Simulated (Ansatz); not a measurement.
`C[CH2][AlH2]` + `N[SiH2][GeH3]` → `[AlH2][NH][SiH2][GeH3]` + `CC` at 600 K and 1 bar (ligand exchange at the Al–C bond).

Computed with Ansatz on PBE0-D4/def2-TZVP structures; ΔE is electronic, products minus reactants. CCSD(T)/CBS adds triple-zeta CCSD(T) − MP2 to the extrapolated MP2 energy (def2 sets, frozen cores). This one scheme is used for every species. For Ge outer-core shells are correlated without core-valence functions, which leaves a few kJ/mol of doubt a bond. Scalar relativity is left out up to krypton. Each species was taken in one conformer, which may not be the lowest.

```csv
species,CCSD(T)/CBS energy (Eh),H − E (kJ/mol),S (J/(mol·K))
`C[CH2][AlH2]`,-322.31200,254.0,384.9
`N[SiH2][GeH3]`,-2424.12162,234.0,430.6
`[AlH2][NH][SiH2][GeH3]`,-2666.76326,261.2,506.3
`CC`,-79.71954,228.8,274.9
```

H − E and S are ideal-gas, rigid-rotor, harmonic terms from PBE0-D4/def2-TZVP, for one conformer and one mirror image of each species. 1 Eh = 2625.50 kJ/mol, R = 8.31446 J/(mol·K).

Task: By hand: ΔE, ΔH, ΔS and ΔG.

Result: ΔE = (-2666.76326) + (-79.71954) − (-322.31200) − (-2424.12162) = -0.04918 Eh = -129.1 kJ/mol. Δ(H − E) = 261.2 + 228.8 − 254.0 − 234.0 = 2.0, so ΔH = -127.1 kJ/mol. ΔS = 506.3 + 274.9 − 384.9 − 430.6 = -34.3 J/(mol·K). ΔG = -127.1 − 600 × (-34.3)/1000 = -106.5 kJ/mol.

Task: By hand: the equilibrium constant, and the temperature at which ΔG would vanish if ΔH and ΔS stayed fixed.

Result: log₁₀ K = −ΔG/(RT ln 10) = 9.3. ΔG = 0 at ΔH/ΔS = 3706 K, far beyond where these terms or the molecules hold.

ΔH outweighs TΔS. A doubt of 5 kJ/mol in ΔE shifts log₁₀ K by 0.4 here. Other conformers and mirror images would add mixing entropy, several J/(mol·K) or more a flexible species. Modes under 60 cm⁻¹, often nearly free rotors, make the harmonic entropy too high. These are equilibria of isolated gas molecules and say nothing of rates. Largest T1 diagnostic: 0.012 (customary marks: 0.02 for closed shells, 0.045 for open ones).
